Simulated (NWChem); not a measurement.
System: AlH2Se2F; SMILES [F][Al]([SeH])[SeH]

NWChem input:

```
start job
memory heap 200 mb stack 900 mb global 1100 mb
geometry units angstroms noautoz
  Al     0.000000     0.000000    -0.694051
  F      0.000000     0.000000    -2.372206
  Se     2.060990    -0.256711     0.338907
  H      1.426225    -0.175949     1.681220
  Se    -2.060990     0.256711     0.338907
  H     -1.426225     0.175949     1.681220
end
basis spherical
  Al library 6-31g*
  F library 6-31g*
  Se library 6-31g*
  H library 6-31g*
end
dft
  xc mn15
  grid xfine
  iterations 150
  mulliken
end
task dft gradient
```

Excerpt of the output:

```
             Northwest Computational Chemistry Package (NWChem) 7.3.0
             --------------------------------------------------------

 C2V symmetry detected

                             Geometry "geometry" -> ""
                             -------------------------

 Output coordinates in angstroms (scale by  1.889725989 to convert to a.u.)

  No.       Tag          Charge          X              Y              Z
 ---- ---------------- ---------- -------------- -------------- --------------
    1 Al                  13.0000     0.00000000     0.00000000    -0.65095968
    2 F                    9.0000     0.00000000     0.00000000    -2.32911468
    3 Se                  34.0000     2.07691606     0.00000000     0.38199832
    4 H                    1.0000     1.43703619     0.00000000     1.72431132
    5 Se                  34.0000    -2.07691606     0.00000000     0.38199832
    6 H                    1.0000    -1.43703619     0.00000000     1.72431132

 Effective nuclear repulsion energy (a.u.)     521.7785651567

      Symmetry information
      --------------------

 Group name             C2v
 Group number             16
 Group order               4
 No. of unique centers     4

                                 NWChem DFT Module
                                 -----------------

 Summary of "ao basis" -> "ao basis" (spherical)
 ------------------------------------------------------------------------------
       Tag                 Description            Shells   Functions and Types
 ---------------- ------------------------------  ------  ---------------------
 Al                          6-31g*                  8       18   4s3p1d
 F                           6-31g*                  6       14   3s2p1d
 Se                          6-31g*                 12       32   5s4p3d
 H                           6-31g*                  2        2   2s

      Symmetry analysis of basis
      --------------------------

        a1         40
        a2         12
        b1         31
        b2         17

            General Information
            -------------------
          SCF calculation type: DFT
          Wavefunction type:  closed shell.
          No. of atoms     :     6
          No. of electrons :    92
           Alpha electrons :    46
            Beta electrons :    46
          Charge           :     0
          Spin multiplicity:     1
          Use of symmetry is: on ; symmetry adaption is: on
          Maximum number of iterations: 150
          AO basis - number of functions:   100
                     number of shells:    42
          Convergence on energy requested:  1.00D-06
          Convergence on density requested:  1.00D-05
          Convergence on gradient requested:  5.00D-04

              XC Information
              --------------
                         MN15 Method XC Functional
                     Hartree-Fock (Exact) Exchange  0.440
                          MN15 Exchange Functional  1.000
                        MN15 Correlation Potential  1.000

             Grid Information
             ----------------
          Grid used for XC integration:  xfine
          Radial quadrature: Mura-Knowles
          Angular quadrature: Lebedev.
          Tag              B.-S. Rad. Rad. Pts. Rad. Cut. Ang. Pts.
          ---              ---------- --------- --------- ---------
          Al                  1.25      125          10.0      1454
          F                   0.50      100          11.0      1454
          Se                  1.15      160          12.0      1454
          H                   0.35      100          11.0      1202
          Grid pruning is: on
          Number of quadrature shells:   485
          Spatial weights used:  Erf1

      Superposition of Atomic Density Guess
      -------------------------------------

 Sum of atomic energies:       -5141.23813434

      Non-variational initial energy
      ------------------------------

 Total energy =   -5141.882811
 1-e energy   =   -8202.917674
 2-e energy   =    2539.256299
 HOMO         =      -0.301280
 LUMO         =      -0.016842

      Symmetry analysis of molecular orbitals - initial
      -------------------------------------------------

  Numbering of irreducible representations:

     1 a1          2 a2          3 b1          4 b2

  Orbital symmetries:

     1 b1          2 a1          3 a1          4 b1          5 a1
     6 b1          7 a1          8 b1          9 a1         10 b2
    11 a2         12 a1         13 a1         14 b1         15 a1
    16 b1         17 a1         18 b1         19 b2         20 a2
    21 a1         22 a1         23 b1         24 b2         25 a1
    26 b1         27 a1         28 b1         29 b2         30 a2
    31 b2         32 a2         33 a1         34 b1         35 a1
    36 a1         37 b1         38 a1         39 b1         40 b2
    41 a1         42 b1         43 a1         44 b1         45 b2
    46 a2         47 a1         48 b2         49 a1         50 b1
    51 a1         52 b1         53 a1         54 b2         55 b1
    56 a1

     ---------------------------------------------
      Total Density - Mulliken Population Analysis
     ---------------------------------------------

    Atom       Charge   Shell Charges
 -----------   ------   -------------------------------------------------------
    1 Al  13    11.76   2.00  2.00  5.97  0.71  0.64  0.18  0.13  0.13
    2 F    9     9.73   2.00  0.96  3.52  1.02  2.23  0.00
    3 Se  34    34.51   2.00  2.00  6.00  2.00  5.99  1.50  3.28  0.37  1.34  6.94  2.94  0.15
    4 H    1     0.75   0.37  0.38
    5 Se  34    34.51   2.00  2.00  6.00  2.00  5.99  1.50  3.28  0.37  1.34  6.94  2.94  0.15
    6 H    1     0.75   0.37  0.38

   convergence    iter        energy       DeltaE   RMS-Dens  Diis-err
 ---------------- ----- ----------------- --------- --------- ---------
 d= 0,ls=0.0,diis     1  -5146.4480975613 -5.67D+03  1.42D-02  1.56D+00
 d= 0,ls=0.0,diis     2  -5146.4445730947  3.52D-03  8.05D-03  1.43D+00
 d= 0,ls=0.0,diis     3  -5146.5567542677 -1.12D-01  1.92D-03  1.46D-01
 d= 0,ls=0.0,diis     4  -5146.5674418294 -1.07D-02  6.73D-04  6.97D-03
 d= 0,ls=0.0,diis     5  -5146.5681750906 -7.33D-04  1.50D-04  2.19D-04
  Resetting Diis
 d= 0,ls=0.0,diis     6  -5146.5681957317 -2.06D-05  3.38D-05  1.50D-05
 d= 0,ls=0.0,diis     7  -5146.5681976717 -1.94D-06  1.47D-05  4.38D-07
 d= 0,ls=0.0,diis     8  -5146.5681977450 -7.33D-08  6.17D-06  3.86D-07

         Total DFT energy =    -5146.568197745026
      One electron energy =    -8204.561847479370
           Coulomb energy =     2740.861206232394
    Exchange-Corr. energy =     -204.646121654705
 Nuclear repulsion energy =      521.778565156656

 Numeric. integr. density =       91.999996056913

                  Occupations of the irreducible representations
                  ----------------------------------------------

                     irrep           alpha         beta
                     --------     --------     --------
                     a1               19.0         19.0
                     a2                5.0          5.0
                     b1               15.0         15.0
                     b2                7.0          7.0

                       DFT Final Molecular Orbital Analysis
                       ------------------------------------

 Vector   44  Occ=2.000000D+00  E=-3.361487D-01  Symmetry=b1
              MO Center=  3.9D-14, -9.0D-17,  2.8D-01, r^2= 6.1D+00
   Bfn.  Coefficient  Atom+Function         Bfn.  Coefficient  Atom+Function
  ----- ------------  ---------------      ----- ------------  ---------------
    43      0.490621  3 Se px                77      0.490621  5 Se px
     7     -0.256202  1 Al px                39     -0.216148  3 Se px
    73     -0.216148  5 Se px                47      0.177262  3 Se px
    81      0.177262  5 Se px                42     -0.126268  3 Se s
    76      0.126268  5 Se s                 45      0.111770  3 Se pz

 Vector   45  Occ=2.000000D+00  E=-3.132186D-01  Symmetry=b2
              MO Center= -5.5D-14,  2.3D-15,  2.6D-01, r^2= 5.5D+00
   Bfn.  Coefficient  Atom+Function         Bfn.  Coefficient  Atom+Function
  ----- ------------  ---------------      ----- ------------  ---------------
    44      0.487939  3 Se py                78      0.487939  5 Se py
    48      0.229172  3 Se py                82      0.229172  5 Se py
    40     -0.213377  3 Se py                74     -0.213377  5 Se py
     8      0.174344  1 Al py                22     -0.090568  2 F  py
    26     -0.074265  2 F  py                 4     -0.066376  1 Al py

 Vector   46  Occ=2.000000D+00  E=-2.947868D-01  Symmetry=a2
              MO Center=  6.7D-14, -5.3D-16,  3.7D-01, r^2= 5.9D+00
   Bfn.  Coefficient  Atom+Function         Bfn.  Coefficient  Atom+Function
  ----- ------------  ---------------      ----- ------------  ---------------
    44      0.528091  3 Se py                78     -0.528091  5 Se py
    48      0.265347  3 Se py                82     -0.265347  5 Se py
    40     -0.229912  3 Se py                74      0.229912  5 Se py
    36      0.069092  3 Se py                70     -0.069092  5 Se py
    14      0.061040  1 Al d -2              60     -0.026496  3 Se d -2

 Vector   47  Occ=0.000000D+00  E=-2.409351D-02  Symmetry=a1
              MO Center= -1.1D-14,  3.2D-14, -5.5D-02, r^2= 5.6D+00
   Bfn.  Coefficient  Atom+Function         Bfn.  Coefficient  Atom+Function
  ----- ------------  ---------------      ----- ------------  ---------------
    10      1.431634  1 Al s                 47      0.419469  3 Se px
    81     -0.419469  5 Se px                46     -0.388551  3 Se s
    80     -0.388551  5 Se s                 13      0.352973  1 Al pz
     6      0.350396  1 Al s                 43      0.317755  3 Se px
    77     -0.317755  5 Se px                42      0.243610  3 Se s

 Vector   48  Occ=0.000000D+00  E=-1.118563D-02  Symmetry=b2
              MO Center= -2.7D-14, -2.9D-14, -5.3D-01, r^2= 4.3D+00
   Bfn.  Coefficient  Atom+Function         Bfn.  Coefficient  Atom+Function
  ----- ------------  ---------------      ----- ------------  ---------------
     8      0.627029  1 Al py                12      0.579084  1 Al py
    44     -0.260264  3 Se py                78     -0.260264  5 Se py
    48     -0.232904  3 Se py                82     -0.232904  5 Se py
     4     -0.196965  1 Al py                22     -0.177963  2 F  py
    26     -0.172065  2 F  py                40      0.106442  3 Se py

 Vector   49  Occ=0.000000D+00  E= 6.730334D-03  Symmetry=a1
              MO Center= -2.7D-13, -2.6D-15,  5.9D-01, r^2= 6.2D+00
   Bfn.  Coefficient  Atom+Function         Bfn.  Coefficient  Atom+Function
  ----- ------------  ---------------      ----- ------------  ---------------
    66      0.798588  4 H  s                100      0.798588  6 H  s
    10      0.584060  1 Al s                 49     -0.455326  3 Se pz
    83     -0.455326  5 Se pz                46     -0.434947  3 Se s
    80     -0.434947  5 Se s                 45     -0.344576  3 Se pz
    79     -0.344576  5 Se pz                 6     -0.314427  1 Al s

     ---------------------------------------------
      Total Density - Mulliken Population Analysis
     ---------------------------------------------

    Atom       Charge   Shell Charges
 -----------   ------   -------------------------------------------------------
    1 Al  13    12.28   2.00  1.99  5.97  0.72  1.05  0.11  0.21  0.23
    2 F    9     9.41   2.00  0.88  3.34  1.07  2.11  0.01
    3 Se  34    34.26   2.00  2.00  6.00  2.00  5.97  1.55  3.29  0.32  1.08  6.93  2.90  0.22
    4 H    1     0.90   0.48  0.42
    5 Se  34    34.26   2.00  2.00  6.00  2.00  5.97  1.55  3.29  0.32  1.08  6.93  2.90  0.22
    6 H    1     0.90   0.48  0.42

     -------------------------------------------
      Total Density - Lowdin Population Analysis
     -------------------------------------------

    Atom       Charge   Shell Charges
 -----------   ------   -------------------------------------------------------
    1 Al  13    12.63   2.00  1.97  5.89  0.52  1.07  0.25  0.53  0.41
    2 F    9     9.23   1.99  0.89  3.21  0.86  2.27  0.01
    3 Se  34    34.19   2.00  2.00  5.99  1.99  5.88  1.19  2.94  0.52  1.61  6.70  3.06  0.30
    4 H    1     0.88   0.45  0.42
    5 Se  34    34.19   2.00  2.00  5.99  1.99  5.88  1.19  2.94  0.52  1.61  6.70  3.06  0.30
    6 H    1     0.88   0.45  0.42

     Multipole analysis of the density
     ---------------------------------

     L   x y z        total         alpha         beta         nuclear
     -   - - -        -----         -----         ----         -------
     0   0 0 0     -0.000000    -46.000000    -46.000000     92.000000

     1   1 0 0     -0.000000     -0.000000     -0.000000     -0.000000
     1   0 1 0     -0.000000     -0.000000     -0.000000      0.000000
     1   0 0 1      0.805375      0.402687      0.402687     -0.000000

     2   2 0 0    -44.853283   -553.539623   -553.539623   1062.225962
     2   1 1 0      0.000000      0.000000      0.000000      0.000000
     2   1 0 1     -0.000000     -0.000000     -0.000000      0.000000
     2   0 2 0    -41.317116    -20.658558    -20.658558      0.000000
     2   0 1 1      0.000000      0.000000      0.000000      0.000000
     2   0 0 2    -41.177663   -145.934887   -145.934887    250.692111

            General Information
            -------------------
          SCF calculation type: DFT
          Wavefunction type:  closed shell.
          No. of atoms     :     6
          No. of electrons :    92
           Alpha electrons :    46
            Beta electrons :    46
          Charge           :     0
          Spin multiplicity:     1
          Use of symmetry is: on ; symmetry adaption is: on
          Maximum number of iterations: 150
          AO basis - number of functions:   100
                     number of shells:    42
          Convergence on energy requested:  1.00D-06
          Convergence on density requested:  1.00D-05
          Convergence on gradient requested:  5.00D-04

              XC Information
              --------------
                         MN15 Method XC Functional
                     Hartree-Fock (Exact) Exchange  0.440
                          MN15 Exchange Functional  1.000
                        MN15 Correlation Potential  1.000

             Grid Information
             ----------------
          Grid used for XC integration:  xfine
          Radial quadrature: Mura-Knowles
          Angular quadrature: Lebedev.
          Tag              B.-S. Rad. Rad. Pts. Rad. Cut. Ang. Pts.
          ---              ---------- --------- --------- ---------
          Al                  1.25      125          10.0      1454
          F                   0.50      100          11.0      1454
          Se                  1.15      160          12.0      1454
          H                   0.35      100          11.0      1202
          Grid pruning is: on
          Number of quadrature shells:   485
          Spatial weights used:  Erf1

[...]

                         DFT ENERGY GRADIENTS

    atom               coordinates                        gradient
                 x          y          z           x          y          z
   1 Al      0.000000   0.000000  -1.230135    0.000000   0.000000   0.010110
   2 F       0.000000   0.000000  -4.401389    0.000000   0.000000  -0.013852
   3 Se      3.924802   0.000000   0.721872    0.009482   0.000000  -0.004087
   4 H       2.715605   0.000000   3.258476   -0.003396   0.000000   0.005957
   5 Se     -3.924802   0.000000   0.721872   -0.009482   0.000000  -0.004087
   6 H      -2.715605   0.000000   3.258476    0.003396   0.000000   0.005957
```

Level: MN15/6-31G* (spherical d). The geometry was optimised at PBE-D3(BJ)/def2-SVP.
